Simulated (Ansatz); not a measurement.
Isolated molecules relaxed with PBE0-D4/def2-TZVP in Ansatz; ΔE leaves out vibrations. CBS: MP2 limit from def2 TZ/QZ plus the TZ coupled-cluster correction, frozen cores. This one scheme is used for every species. DFT in def2-TZVPP. For Ga outer-core shells are correlated without core-valence functions, which leaves a few kJ/mol of doubt a bond. Scalar relativity is left out up to krypton. Each species was taken in one conformer, which may not be the lowest.

Reaction (ligand exchange at a Ga–C bond): `[CH3][GaH][CH2]F` + CH₃OH → `C[O][GaH][CH3]` + `CF`

| level | ΔE (kJ/mol) |
| --- | --- |
| ωB97X-V | -96.1 |
| MP2/CBS(def2) | -99.3 |

Task: What does CCSD(T)/CBS give? (An estimate is asked.)

Result: Ansatz gave: -96.1 kJ/mol. The listed levels differ from it by 0.0, -3.2 kJ/mol.

Largest T1 diagnostic among the species: 0.014.
